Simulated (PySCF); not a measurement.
C4H5OPS.
Numbering: `[CH3:1][S:2][c:3]1[cH:4][o:5][cH:6][p:7]1`

Probes without a nucleus sit at each ring's centroid and 1 Å off its mean plane on both sides; NICS is minus the shielding there, NICSzz its component along the normal. Level: GIAO PBE0/pcSseg-1 (PySCF, non-relativistic, gas phase) on the GFN2-xTB geometry, one conformer.

Ring bond lengths (Å), with Mayer bond orders in brackets: C3–C4 1.364 (1.55), C4–O5 1.333 (1.07), O5–C6 1.333 (1.10), C6–P7 1.709 (1.53), P7–C3 1.787 (1.07).

Give the NICS values of each ring in ppm.

```csv
ring,type,NICS(0),"NICS(1), two faces","NICS(1)zz, two faces",rms pucker (Å),"centre to ring atoms, mean (Å)"
C3–C4–O5–C6–P7,5-membered ring with O and P; formal bonds all aromatic,-11.6,-10.8 / -10.8,-25.7 / -25.7,0.00,1.27
```

What do they say, and how far can they be read as aromaticity?

- C3–C4–O5–C6–P7: mean NICS(1)zz -25.7 ppm, shielded.

What does the geometric index give? HOMA takes Krygowski's 1993 parameters.

- C3–C4–O5–C6–P7: HOMA 0.49; the largest term is that of P7–C3, α(R − Ropt)² = 0.94.

What field does 1 T along the ring normal induce along that normal at the second NICS(1) probe listed for ring C3–C4–O5–C6–P7, 1 Å off the ring?

NICSzz × B0 = -25.7 ppm × 1 T = -26 μT, against the applied field.

List the ring angles and the Hirshfeld charges of the ring atoms.

- C3–C4–O5–C6–P7: C3 110.3° (-0.109 e), C4 115.2° (-0.004 e), O5 111.3° (-0.044 e), C6 116.5° (-0.043 e), P7 86.6° (+0.044 e); sum 540.0° against 540° for a flat convex ring.

Hardware: an Arm Neoverse V2 with one thread, on a shared host. Cost: 16 s. This is the whole shielding run at PBE0/pcSseg-1, SCF included.

Conformer computed: `[CH3:1][S:2][c:3]1[cH:4][o:5][cH:6][p:7]1`: C1–S2–C3–C4 180°.
